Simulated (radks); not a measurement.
Values are calculated unless marked as measured or tabulated.
Spherical quantum dot in the effective-mass picture: electrons in a parabolic well V = omega^2 r^2 / 2 with omega = 0.109, with a point charge +1 (a donor) at the centre, all in effective atomic units (hartree* = m*/eps^2 hartree, bohr* = eps/m* bohr), one dielectric constant everywhere. Level of theory: non-relativistic Kohn-Sham, PBEsol, spin-polarised, spherical densities (a radial shooting solver with Libxc functionals). Levels are named by radial order and angular momentum (1s, 1p, 1d, 2s, ...), and open shells are averaged over m. Results are scaled to m* = 0.219 and eps = 15.6, for which hartree* = 24.49 meV and bohr* = 3.769 nm. Each electron was tried in the lowest free levels, single moves between levels near the top were tried too, and the lowest total energy was kept; such a search can miss a lower state. At N = 1 the Hartree and exchange-correlation terms need not cancel, so that row can carry a self-interaction error.

| N | open shells | 2S | E (meV) | addition energy mu(N+1) - mu(N) (meV) | e(HOMO) (meV) | rms radius (nm) |
|---|---|---|---|---|---|---|
| 1 | 1s(up 1, down 0) | 1 | -11.5211 | 12.54 | -5.9605 | 6.412 |
| 2 | none | 0 | -10.5065 | 10.05 | 4.3129 | 8.955 |
| 3 | 1p(up 1, down 0) | 1 | 0.560276 | 3.313 | 12.675 | 13.92 |
| 4 | 1p(up 2, down 0) | 2 | 14.9399 | 3.343 | 16.073 | 16.63 |
| 5 | 1p(up 3, down 0) | 3 | 32.6629 | 3.453 | 19.347 | 18.63 |
| 6 | 1p(up 3, down 0) 2s(up 1, down 0) | 4 | 53.8390 | 3.623 | 22.663 | 20.46 |
| 7 | 1p(up 3, down 1) 2s(up 1, down 0) | 3 | 78.6381 | 2.634 | 26.100 | 21.91 |
| 8 | 1p(up 3, down 2) 2s(up 1, down 0) | 2 | 106.072 | 2.659 | 28.768 | 23.17 |
| 9 | 2s(up 1, down 0) | 1 | 136.164 | 2.831 | 31.408 | 24.30 |
| 10 | none | 0 | 169.088 | 3.361 | 34.248 | 25.41 |
| 11 | 1d(up 1, down 0) | 1 | 205.372 | 2.378 | 37.480 | 26.47 |
| 12 | 1d(up 2, down 0) | 2 | 244.035 | 2.338 | 39.838 | 27.43 |
| 13 | 1d(up 3, down 0) | 3 | 285.035 | 2.296 | 42.155 | 28.32 |
| 14 | 1d(up 4, down 0) | 4 | 328.332 | 2.255 | 44.431 | 29.14 |
| 15 | 1d(up 5, down 0) | 5 | 373.883 | 2.656 | 46.666 | 29.92 |
| 16 | 1d(up 5, down 1) | 4 | 422.091 | 2.117 | 49.270 | 30.67 |
| 17 | 1d(up 5, down 2) | 3 | 472.416 | 2.095 | 51.377 | 31.38 |
| 18 | 1d(up 5, down 3) | 2 | 524.837 | 2.070 | 53.460 | 32.06 |
| 19 | 1d(up 5, down 4) | 1 | 579.327 | 2.044 | 55.516 | 32.70 |
| 20 | none | 0 | 635.860 | 2.914 | 57.547 | 33.32 |
| 21 | 1f(up 1, down 0) | 1 | 695.308 | 1.941 | 60.421 | 33.96 |
| 22 | 1f(up 2, down 0) | 2 | 756.696 | 1.921 | 62.352 | 34.56 |
| 23 | 1f(up 3, down 0) | 3 | 820.004 | 1.900 | 64.262 | 35.15 |
| 24 | 1f(up 4, down 0) | 4 | 885.213 | 1.880 | 66.153 | 35.71 |
| 25 | 1f(up 5, down 0) | 5 | 952.303 | 1.861 | 68.023 | 36.25 |
| 26 | 1f(up 6, down 0) | 6 | 1021.25 | 1.841 | 69.874 | 36.77 |
| 27 | 1f(up 7, down 0) | 7 | 1092.04 | 2.204 | 71.705 | 37.27 |
| 28 | 1f(up 7, down 1) | 6 | 1165.04 | 1.773 | 73.884 | 37.77 |
| 29 | 1f(up 7, down 2) | 5 | 1239.81 | 1.760 | 75.650 | 38.25 |
| 30 | 1f(up 7, down 3) | 4 | 1316.34 | 1.747 | 77.404 | 38.72 |
| 31 | 1f(up 7, down 4) | 3 | 1394.61 | 1.733 | 79.144 | 39.18 |
| 32 | 1f(up 7, down 5) | 2 | 1474.62 | - | 80.869 | 39.63 |

All shells are closed at N = 2, 10, 20 (there: 1s2 1p6 1d10 2s2); the second difference of the energy has clear peaks (12 % above both neighbours; the first and last values, which can be the largest, are not judged, and half-filled shells can peak too) at N = 10, 15, 20, 27.
